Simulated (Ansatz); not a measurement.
A structure relaxed at PBE0-D4/def2-TZVP, charge 0, multiplicity 1:

```xyz
12

O     0.315    2.372   -1.882
Si    0.292    0.844   -1.330
O     1.807    0.377   -0.957
S    -0.973    0.804    0.423
Si   -0.798   -1.212    1.022
O    -1.204   -1.360    2.586
F     0.728   -1.670    0.789
H     0.806    3.024   -1.377
H    -0.321    0.023   -2.391
H     1.900   -0.360   -0.348
H    -1.623   -2.165    0.265
H    -0.930   -0.676    3.200
```

Task: Give its formula and SMILES.

Result: FH5O3SSi2, `O[SiH](O)S[SiH](O)F`.

Task: Summarise the bond lengths by kind.

Result: 3 × O–Si 1.622 to 1.629 Å; 3 × H–O 0.959 to 0.961 Å; 2 × S–Si 2.110 to 2.162 Å; 2 × H–Si 1.470 to 1.474 Å; 1 × F–Si 1.610 Å.

All numbers were calculated with Ansatz.
